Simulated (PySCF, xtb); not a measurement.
CH₃Cl₂Si, SMILES Cl[Si](Cl)C (connectivity only; charge and spin as stated), charge +1, multiplicity 1.

GFN2-xTB (xtb) at its own geometry gives an orbital gap of 4.52 eV.

Geometry: r2SCAN-D4/def2-SVP. The spin state was assumed, not searched. The isomer is the one that the SMILES or the coordinates give; other isomers of the formula were not compared.

Problem. What does CAM-B3LYP/def2-TZVPD (PySCF) give? (Estimate from the structure and the level; the computed values follow.)

Solution. gap 9.60 eV (levels -16.58 and -6.97 eV).
